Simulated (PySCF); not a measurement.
Compound: C4H7F3O2.
Geometry (PBE0-D3(BJ)/def2-SVP, Å), atoms numbered from 1 in this order:
```
atom  x, y, z in Å
C1     2.5541   -0.1969   -0.1109
O2     1.5467    0.7645   -0.2902
C3     0.4662    0.3178   -1.0240
O4    -0.2697   -0.6756   -0.3597
C5    -0.9635   -0.2321    0.7650
C6    -2.4063    0.0915    0.4360
F7    -3.0516   -0.9611   -0.0585
F8    -3.0473    0.4885    1.5403
F9    -2.4970    1.0774   -0.4657
H10    2.1802   -1.0896    0.4187
H11    3.3523    0.2663    0.4839
H12    2.9760   -0.5215   -1.0811
H13    0.7799   -0.1521   -1.9740
H14   -0.1554    1.2037   -1.2295
H15   -0.9729   -1.0326    1.5207
H16   -0.4993    0.6583    1.2213
```

Computed with PySCF at CAM-B3LYP/def2-SVPD, non-relativistic, on one gas-phase PBE0-D3(BJ)/def2-SVP geometry that isn't relaxed in the solvent. The solvent is an IEF-PCM continuum (van der Waals radii × 1.2), and excitations are vertical TDDFT with non-equilibrium linear response and a frozen core. The model holds no explicit solvent molecules, cavitation or dispersion.

Gas-phase singlets (H = HOMO, L = LUMO):

```json
{"state": "S1", "E (eV)": "7.932", "λ (nm)": "156", "f": "0.009", "leading configuration": "H→L 83%"}
{"state": "S2", "E (eV)": "8.343", "λ (nm)": "149", "f": "0.018", "leading configuration": "H-1→L 79%"}
{"state": "S3", "E (eV)": "8.714", "λ (nm)": "142", "f": "0.028", "leading configuration": "H→L+1 32%"}
{"state": "S4", "E (eV)": "8.802", "λ (nm)": "141", "f": "0.034", "leading configuration": "H-2→L 70%"}
{"state": "S5", "E (eV)": "8.936", "λ (nm)": "139", "f": "0.032", "leading configuration": "H→L+2 61%"}
```

How does the list change in chloroform (ε = 4.711)?

```
state  E (eV)  λ (nm)      f  leading configuration  change by rank (eV)
   S1   7.931     156  0.008                H→L 72%               -0.001
   S2   8.360     148  0.017              H-1→L 78%               +0.017
   S3   8.700     143  0.044              H→L+2 53%               -0.014
   S4   8.808     141  0.038              H-2→L 66%               +0.006
   S5   8.992     138  0.045              H→L+3 60%               +0.056
```

How do the frontier levels move from gas to chloroform?

```json
{"orbital": "LUMO+2", "gas (eV)": "1.97", "solvent (eV)": "2.15", "change (eV)": "+0.18"}
{"orbital": "LUMO+1", "gas (eV)": "1.73", "solvent (eV)": "1.84", "change (eV)": "+0.11"}
{"orbital": "LUMO", "gas (eV)": "1.13", "solvent (eV)": "1.29", "change (eV)": "+0.16"}
{"orbital": "HOMO", "gas (eV)": "-9.87", "solvent (eV)": "-9.69", "change (eV)": "+0.18"}
{"orbital": "HOMO-1", "gas (eV)": "-10.20", "solvent (eV)": "-10.08", "change (eV)": "+0.12"}
{"orbital": "HOMO-2", "gas (eV)": "-10.66", "solvent (eV)": "-10.51", "change (eV)": "+0.15"}
{"orbital": "HOMO-3", "gas (eV)": "-12.18", "solvent (eV)": "-11.99", "change (eV)": "+0.19"}
```

The HOMO–LUMO gap goes from 11.00 to 10.98 eV. Rows go by rank; for LUMO+1 and LUMO+2 the atom shares or the degeneracy differ between the runs, so the row needn't follow one orbital.
